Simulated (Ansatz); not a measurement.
Consider the isomerisation: `N[SiH2]CBO` → `CB(N)[SiH2]O`.

Calculated with Ansatz (gas phase, PBE0-D4/def2-TZVP geometries, no zero-point term in ΔE). CBS: MP2 limit from def2 TZ/QZ plus the TZ coupled-cluster correction, frozen cores. Each species was taken in one conformer, which may not be the lowest.

```
       species  CCSD(T)/CBS(def2) energy (Eh)
  `N[SiH2]CBO`                     -486.71072
`CB(N)[SiH2]O`                     -486.71070
```

Work out ΔE.

ΔE = (-486.71070) − (-486.71072) = 0.00002 Eh = 0.0 kcal/mol.

Largest T1 diagnostic among the species: 0.012.

From PBE to PBE0 (25 % exact exchange), in def2-TZVPP and without D4, ΔE moves by +1.1 kcal/mol.
